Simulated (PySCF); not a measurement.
Compound: C6H15PS.
SMILES with atom numbers: `[CH3:1][CH2:2][P:3](=[S:4])([CH2:5][CH3:6])[CH2:7][CH3:8]` (hydrogens: H9, H10, H11 on C1; H12, H13 on C2; H14, H15 on C5; H16, H17, H18 on C6; H19, H20 on C7; H21, H22, H23 on C8)

Computed by this run: PBE0-D3(BJ)/def2-SVP geometry optimisation, gas phase (PySCF 2.14.0); density fitting, grid level 1; the optimiser is geomeTRIC in internal coordinates, started from a GFN2-xTB structure with every atom displaced at random (about 0.01 Å).

The end geometry, which sets the zero of energy:
```
atom  x, y, z in Å
C1      2.8743    0.3621    0.6817
C2      1.9643   -0.4344   -0.2385
P3      0.4210   -0.9876    0.5828
S4      0.7198   -2.0613    2.1897
C5     -0.4848   -1.8685   -0.7457
C6     -1.8408   -2.3864   -0.2954
C7     -0.5441    0.5327    0.9335
C8     -0.8578    1.4393   -0.2453
H9      3.0450   -0.1933    1.6163
H10     2.4370    1.3381    0.9432
H11     3.8476    0.5510    0.2048
H12     1.6971    0.1286   -1.1491
H13     2.4569   -1.3652   -0.5645
H14    -0.5642   -1.2008   -1.6205
H15     0.1766   -2.7030   -1.0311
H16    -2.5417   -1.5638   -0.0843
H17    -2.2968   -3.0205   -1.0701
H18    -1.7316   -2.9811    0.6240
H19     0.0298    1.0558    1.7154
H20    -1.4585    0.1748    1.4334
H21    -1.4187    2.3256    0.0882
H22     0.0557    1.8008   -0.7422
H23    -1.4739    0.9311   -1.0028
```

Problem. These geometries come from the run, each turned onto the end geometry. Order them by energy, lowest first.
A.
```
atom  x, y, z in Å
C1      2.8800    0.3466    0.6735
C2      1.9733   -0.4391   -0.2767
P3      0.4154   -1.0018    0.5747
S4      0.7810   -2.0601    2.1663
C5     -0.4692   -1.8951   -0.7790
C6     -1.8407   -2.3474   -0.2964
C7     -0.5375    0.5227    0.9520
C8     -0.8487    1.4431   -0.2280
H9      2.9981   -0.1818    1.6180
H10     2.3970    1.3241    0.9224
H11     3.8232    0.5531    0.2351
H12     1.7302    0.1347   -1.1649
H13     2.4652   -1.3421   -0.5885
H14    -0.5551   -1.2564   -1.6473
H15     0.1556   -2.7648   -1.0126
H16    -2.5119   -1.4949   -0.1478
H17    -2.2807   -3.0205   -1.0195
H18    -1.7471   -2.8699    0.6633
H19     0.0180    1.0476    1.7249
H20    -1.4886    0.1653    1.4365
H21    -1.4721    2.2822    0.1101
H22     0.0567    1.8030   -0.6863
H23    -1.4299    0.9254   -1.0064
```
B.
```
atom  x, y, z in Å
C1      2.8899    0.4017    0.6740
C2      2.0065   -0.4231   -0.2406
P3      0.4661   -1.0016    0.5670
S4      0.7706   -2.1050    2.1555
C5     -0.4595   -1.8731   -0.7512
C6     -1.8622   -2.2719   -0.3299
C7     -0.5481    0.4758    0.9541
C8     -0.9382    1.3645   -0.2112
H9      2.9837   -0.0886    1.6546
H10     2.4830    1.4095    0.8374
H11     3.9068    0.5172    0.2442
H12     1.7685    0.1022   -1.1839
H13     2.4982   -1.3778   -0.5197
H14    -0.4562   -1.2485   -1.6671
H15     0.1506   -2.7679   -0.9664
H16    -2.5215   -1.3958   -0.2301
H17    -2.3235   -2.9497   -1.0667
H18    -1.8331   -2.7889    0.6407
H19     0.0368    1.0272    1.7143
H20    -1.4040    0.0596    1.5002
H21    -1.4505    2.2720    0.1374
H22    -0.0414    1.6823   -0.7731
H23    -1.6103    0.8540   -0.9160
```
C.
```
atom  x, y, z in Å
C1      2.8673    0.3862    0.6781
C2      1.9732   -0.4353   -0.2376
P3      0.4349   -1.0039    0.5846
S4      0.7497   -2.0943    2.1775
C5     -0.4708   -1.8749   -0.7498
C6     -1.8535   -2.3393   -0.3199
C7     -0.5300    0.5109    0.9528
C8     -0.8773    1.4028   -0.2288
H9      3.0116   -0.1410    1.6336
H10     2.4323    1.3740    0.8949
H11     3.8526    0.5502    0.2204
H12     1.7012    0.1132   -1.1552
H13     2.4839   -1.3600   -0.5495
H14    -0.5058   -1.2238   -1.6390
H15     0.1673   -2.7383   -0.9986
H16    -2.5393   -1.4923   -0.1638
H17    -2.3021   -2.9951   -1.0803
H18    -1.7854   -2.9005    0.6246
H19     0.0603    1.0437    1.7148
H20    -1.4330    0.1558    1.4748
H21    -1.3953    2.3121    0.1127
H22     0.0166    1.7286   -0.7820
H23    -1.5460    0.8953   -0.9409
```
D.
```
atom  x, y, z in Å
C1      2.8729    0.3945    0.6742
C2      1.9858   -0.4316   -0.2408
P3      0.4492   -1.0029    0.5768
S4      0.7741   -2.0986    2.1659
C5     -0.4598   -1.8808   -0.7527
C6     -1.8577   -2.3042   -0.3336
C7     -0.5348    0.4978    0.9610
C8     -0.9092    1.3873   -0.2127
H9      2.9870   -0.1079    1.6471
H10     2.4524    1.3963    0.8535
H11     3.8745    0.5281    0.2365
H12     1.7297    0.0980   -1.1741
H13     2.4900   -1.3697   -0.5307
H14    -0.4656   -1.2514   -1.6597
H15     0.1594   -2.7654   -0.9756
H16    -2.5326   -1.4417   -0.2216
H17    -2.3037   -2.9782   -1.0798
H18    -1.8193   -2.8348    0.6303
H19     0.0581    1.0414    1.7152
H20    -1.4128    0.1132    1.5056
H21    -1.4119    2.3022    0.1349
H22    -0.0214    1.7012   -0.7844
H23    -1.5920    0.8812   -0.9119
```

Solution. C (0.003 eV), D (0.010 eV), B (0.030 eV), A (0.156 eV).

In the order of the answer:

```json
{"step": "4", "E above end (eV)": "0.003", "largest force (eV/Å)": "0.06", "rms force component (eV/Å)": "0.018", "rms distance from end (Å)": "0.056", "rms bond change (Å)": "0.001", "bond most changed (Å)": "C1–H11 -0.002"}
{"step": "2", "E above end (eV)": "0.010", "largest force (eV/Å)": "0.12", "rms force component (eV/Å)": "0.028", "rms distance from end (Å)": "0.093", "rms bond change (Å)": "0.001", "bond most changed (Å)": "P3=S4 +0.002"}
{"step": "1", "E above end (eV)": "0.030", "largest force (eV/Å)": "0.40", "rms force component (eV/Å)": "0.122", "rms distance from end (Å)": "0.116", "rms bond change (Å)": "0.004", "bond most changed (Å)": "C1–H11 +0.010"}
{"step": "0", "E above end (eV)": "0.156", "largest force (eV/Å)": "2.10", "rms force component (eV/Å)": "0.522", "rms distance from end (Å)": "0.054", "rms bond change (Å)": "0.018", "bond most changed (Å)": "C1–H11 -0.040"}
```

What follows is the cost of the whole optimisation. Time: 3.1 min of wall time; peak memory 0.90 GiB. Hardware: one thread of an Arm Neoverse V1, no GPU, shared host.
